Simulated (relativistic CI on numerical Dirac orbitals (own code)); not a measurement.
# Fe⁵⁺: L-alpha,beta X-ray emission

Computed with this model: Dirac-Coulomb-Breit CI, KLI orbitals optimised for each configuration, a model potential for QED, valence Slater integrals scaled by 0.9, multiplet model of X-ray emission after core ionisation; configurations [Ar] 3d3 → [He] 2s2 2p5 3s2 3p6 3d3 → [Ar] 3d2; 300 K; Lorentzian 0.6 eV and Gaussian 0.5 eV FWHM. Energies are those of the free ion, without screening or charge transfer. S is read from ⟨S²⟩ = S(S + 1).

Field parameters in Wybourne normalisation: D4h B²₀ = −7Ds, B⁴₀ = 21(Dq − Dt), B⁴₄ = 21√(5/14) Dq. The field is a parameter set, without covalency.

Peaks in eV (height, largest 100): 718.8 (40), 723.5 (56), 726.9 (100), 729.1 (79), 731.9 (91), 736.3 (26).

(1) Which surroundings give this spectrum?
A. D4h, 10Dq = 21050, Ds = 2100, Dt = -180 cm⁻¹
B. D4h, 10Dq = 21050, Ds = -600, Dt = -180 cm⁻¹
C. D4h, 10Dq = 21050, Ds = 1200, Dt = -180 cm⁻¹
D. D4h, 10Dq = 21050, Ds = -1500, Dt = -180 cm⁻¹

Results:

(1) C. D4h, 10Dq = 21050, Ds = 1200, Dt = -180 cm⁻¹, where the ground state has S = 1.50.
